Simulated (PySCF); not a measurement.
Compound: CH5BO2S.
SMILES with atom numbers: `[OH:1][B:2]([OH:3])[CH2:4][SH:5]` (hydrogens: H6 on O1; H7 on O3; H8, H9 on C4; H10 on S5)

A GFN2-xTB structure was refined with PySCF, PBE0-D3(BJ)/def2-SVP geometry optimisation, gas phase. Its GFN2-xTB values:

```json
{"coordinate": "O1–B2", "GFN2-xTB": "1.340 Å"}
{"coordinate": "O1–H6", "GFN2-xTB": "0.986 Å"}
{"coordinate": "B2–C4", "GFN2-xTB": "1.624 Å"}
{"coordinate": "C4–S5", "GFN2-xTB": "1.809 Å"}
{"coordinate": "C4–H8", "GFN2-xTB": "1.090 Å"}
{"coordinate": "S5–H10", "GFN2-xTB": "1.318 Å"}
{"coordinate": "O1–B2–O3", "GFN2-xTB": "124.9°"}
{"coordinate": "O1–B2–C4", "GFN2-xTB": "116.2°"}
{"coordinate": "B2–C4–S5", "GFN2-xTB": "112.9°"}
{"coordinate": "O1–B2–C4–S5", "GFN2-xTB": "-44°"}
```

How do these coordinates change at the PBE0-D3(BJ)/def2-SVP level?

| coordinate | PBE0-D3(BJ)/def2-SVP (Å or °) | change |
| --- | --- | --- |
| B2–C4 | 1.577 | -0.047 |
| S5–H10 | 1.350 | +0.032 |
| O1–H6 | 0.961 | -0.025 |
| O1–B2 | 1.365 | +0.025 |
| C4–S5 | 1.824 | +0.015 |
| C4–H8 | 1.103 | +0.013 |
| O1–B2–C4 | 117.7 | +1.5 |
| O1–B2–O3 | 124.0 | -0.9 |
| B2–C4–S5 | 112.0 | -0.9 |
| O1–B2–C4–S5 | -52 | -8 |

The energy falls by 2.6 kcal/mol over 7 energy and gradient evaluations, the largest force component goes from 0.0292 to 3.4e-04 Eh/bohr, and the atoms move by 0.070 Å rms after alignment. The bond that changes most is B2–C4 (three-coordinate boron to sp3 carbon bound to sulfur), which shortens by 0.047 Å. Bonds longer at the end by more than 0.005 Å: 5 of 9; shorter: 3. Rotational constants go from 8106, 2208, 1850 to 7738, 2245, 1888 MHz.

The run used 99 basis functions and 49 SCF cycles in all.

PBE0-D3(BJ)/def2-SVP frequencies: not computed here. The numbers are those of one conformer.

Conformer computed: `[OH:1][B:2]([OH:3])[CH2:4][SH:5]`: O1–B2–C4–S5 -52°, H–O1–B2–O3 -2°, H–O3–B2–O1 1°, H–S5–C4–B2 48°.
